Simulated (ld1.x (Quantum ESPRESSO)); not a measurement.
# zinc (Zn), ultrasoft: configuration errors across variants

ld1.x (Quantum ESPRESSO) 7.5 input, shortened:

```
&input
   title='Zn', zed=30., rel=0, dft='PBESOL', iswitch=3,
   config='[Ar] 3d10 4s1 4p1'
 /
 &inputp
   pseudotype=3, tm=.true., lloc=-1, rcloc=1.20,
   nlcc=.true., rcore=1.05,
   which_augfun='PSQ', rmatch_augfun_nc=.true.
 /
6
4S  1  0   1.00   0.00  1.70  1.90  0.0
4S  1  0   0.00   1.40  1.70  1.90  0.0
3P  2  1   6.00   0.00  1.00  1.05  0.0
4P  3  1   1.00   0.00  1.00  1.05  0.0
3D  3  2  10.00   0.00  1.45  1.55  0.0
3D  3  2   0.00   2.85  1.45  1.55  0.0
 &test
   configts(1)='3p6 3d10 4s1 4p1'
 /
```

All-electron excitation energies from the reference (eV): (1) 3p6 3d10 4s2 4p0 -4.907; (2) 3p6 3d10 4s1 4p0 4.770; (3) 3p6 3d10 4s0 4p0 22.749; (4) 3p6 3d9 4s2 4p0 13.517; (5) 3p6 3d8 4s0 4p0 125.729; (6) 3p5 3d10 4s2 4p0 86.020; (7) 3p6 3d10 4s0 4p2 5.228.

A true bound ghost makes a file unfit for plane-wave use even where its test errors are small: the radial tests pick states by their node count and pass the ghost by.

Errors AE − PS in meV (a dash: test not solved or not reliable):

| change | (1) | (2) | (3) | (4) | (5) | (6) | (7) | bound ghosts |
| --- | --- | --- | --- | --- | --- | --- | --- | --- |
| base | -0.9 | 0.0 | -3.8 | -8.0 | +31 | -170 | -1.5 | s |
| core correction none | -0.6 | +0.1 | +0.7 | -2.6 | +102 | -165 | -1.1 | s |
| core correction a·sin(br)/r model core inside 0.46 bohr | -1.0 | 0.0 | -3.9 | -8.8 | +27 | -172 | -1.6 | s |
| core correction a·sin(br)/r model core inside 0.60 bohr | -1.0 | 0.0 | -3.9 | -8.7 | +28 | -172 | -1.6 | s |
| core correction a·sin(br)/r model core inside 0.96 bohr | -0.9 | 0.0 | -3.8 | -8.3 | +30 | -171 | -1.5 | s |
| core correction a·sin(br)/r model core inside 1.08 bohr | -0.9 | 0.0 | -3.8 | -7.7 | +32 | -169 | -1.5 | s |
| core correction a·sin(br)/r model core inside 1.28 bohr | -0.9 | 0.0 | -3.6 | -6.2 | +42 | -168 | -1.5 | s |

Task: Give the same row for: core correction a·sin(br)/r model core inside 0.82 bohr.

Result: -0.9, 0.0, -3.8, -8.6, +29, -172, -1.5; bound ghosts: s.
